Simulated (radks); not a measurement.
Cs III, configuration [Kr] 4d10 5s2 5p5. Method: scalar-relativistic Kohn-Sham, PBE, spin-polarised, spherical densities, finite nucleus; open shells are filled with parallel spins first (spin-orbit coupling, left out, can overturn this in heavy ions); Fermi nuclear charge, rms radius 4.8041 fm; computed with a radial shooting solver on a logarithmic mesh with Libxc functionals.

Normalised radial functions P(r) = r R(r), r in bohr:

```
   r/bohr * 4d up, o 4d down, + 5s down (the largest magnitude, 1.2, reaches the edge; | marks zero, & curves that meet)
 0.001846                             &+
 0.002115                             &+
 0.002443                             &+
 0.002821                             & +
 0.003232                             & +
 0.003732                             & +
 0.004276                             & +
 0.004938                             & +
 0.005658                             & +
 0.006534                             &  +
 0.007546                             &  +
 0.008645                             &  +
 0.009984                             &  +
  0.01144                             &  +
  0.01321                             &  +
  0.01514                             &  +
  0.01748                             &  +
  0.02019                             & +
  0.02313                             & +
  0.02671                             |&
   0.0306                             +&
  0.03534                            +|&
  0.04049                           + | &
  0.04676                          +  |  &
    0.054                         +   |  &
  0.06187                         +   |    &
  0.07145                        +    |     &
  0.08186                        +    |      &
  0.09454                         +   |        &
   0.1083                          +  |          &
   0.1251                             +            &
   0.1445                             | +           &
   0.1655                             |   +          &
   0.1911                             |     +        &
    0.219                             |      +     &
   0.2529                             |      +  &
   0.2898                             |   + &
   0.3346                             &
   0.3865                      &  +   |
   0.4428               &     +       |
   0.5113         &         +         |
   0.5858    &             +          |
   0.6766  &                  +       |
   0.7751  &                       +  |
   0.8952    &                        |   +
    1.034        &                    |          +
    1.184             &               |               +
    1.368                 &           |                   +
    1.567                     &       |                   +
     1.81                        &    |                  +
    2.074                          &  |               +
    2.395                            &|           +
    2.766                            &|       +
    3.169                             &    +
    3.659                             & +
    4.192                             &+
    4.842                             &
    5.547                             &
    6.406                             &
```

4d up: eigenvalue -91.228 eV, 1 radial node at r = 0.333 bohr, <r> = 0.836 bohr, 90 % of the charge inside 1.26 bohr. 4d down: eigenvalue -91.092 eV, 1 radial node at r = 0.333 bohr, <r> = 0.835 bohr, 90 % of the charge inside 1.26 bohr. 5s down: eigenvalue -42.212 eV, 4 radial nodes at r = 0.0323, 0.128, 0.340, 0.823 bohr, <r> = 1.70 bohr, 90 % of the charge inside 2.45 bohr.
